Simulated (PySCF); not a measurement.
**How the method moves the HOMO and LUMO of `CC#[N+][BH2-]P`**

Compound: C2H7BNP.
Geometry (PBE0-D3(BJ)/def2-SVP, Å), atoms numbered from 1 in this order:
```
atom  x, y, z in Å
C1     2.3695    0.4865   -0.0605
C2     1.0387    0.0167    0.2537
N3    -0.0328   -0.3415    0.4798
B4    -1.4701   -0.7829    0.7283
P5    -2.6719    0.0412   -0.6065
H6     2.3365    1.1420   -0.9438
H7     2.7791    1.0521    0.7892
H8     3.0297   -0.3670   -0.2730
H9    -1.4898   -1.9985    0.6193
H10   -1.7668   -0.4075    1.8513
H11   -1.9166   -0.2354   -1.7922
H12   -2.2037    1.3931   -0.5283
```

Basis pcSseg-2 throughout (PySCF), one geometry. Geometry: PBE0-D3(BJ)/def2-SVP, one conformer, isolated molecule.

Question: How do the orbital energies, the gap and the dipole change with the method?

Answer: 
```tsv
method	kind	HOMO (eV)	LUMO (eV)	gap (eV)	μ (D)	SCF cycles
BLYP	GGA	-5.04	-1.58	3.46	7.69	15
B97-D	GGA	-5.14	-1.64	3.50	7.79	16
OPBE	GGA	-5.19	-1.63	3.57	7.81	16
PBE	GGA	-5.21	-1.69	3.51	7.73	16
KT2	GGA	-5.25	-1.66	3.59	7.74	16
KT3	GGA	-5.25	-1.69	3.57	7.72	16
BP86	GGA	-5.30	-1.77	3.52	7.75	15
LDA	LDA	-5.31	-1.86	3.46	7.74	15
B97-2	global hybrid	-5.96	-0.84	5.12	8.23	13
B3LYP	global hybrid	-5.99	-1.01	4.98	8.14	14
PBE0	global hybrid	-6.19	-0.77	5.42	8.28	14
mPW1PW91	global hybrid	-6.21	-0.80	5.42	8.27	14
BHandHLYP	global hybrid	-7.07	0.06	7.13	8.68	12
CAM-B3LYP	range-separated hybrid	-7.41	0.24	7.65	8.54	12
wB97X-D	range-separated hybrid	-7.96	0.95	8.91	8.62	14
HF	Hartree–Fock	-8.49	1.55	10.04	9.40	11
LC-wPBE	range-separated hybrid	-8.72	1.36	10.08	8.85	14
```

The HOMO spans 3.68 eV, from BLYP down to LC-wPBE, and the gap runs from 3.46 eV (LDA) to 10.08 eV (LC-wPBE). Over the methods BLYP (0 %), B97-D (0 %), OPBE (0 %), PBE (0 %), KT2 (0 %), KT3 (0 %), BP86 (0 %), LDA (0 %), B97-2 (21 %), B3LYP (20 %), PBE0 (25 %), mPW1PW91 (25 %), BHandHLYP (50 %), HF (100 %), a straight line through the gap against the share of exact exchange rises by 0.67 eV for each 10 % (correlation coefficient 0.998). The dipole ranges from 7.69 D (BLYP) to 9.40 D (HF). This basis has no diffuse functions.

The vertical ΔSCF ionisation energy at CAM-B3LYP/def2-SVPD is 8.23 eV; −ε(HOMO) comes closest to it with HF (8.49 eV) and wB97X-D (7.96 eV).
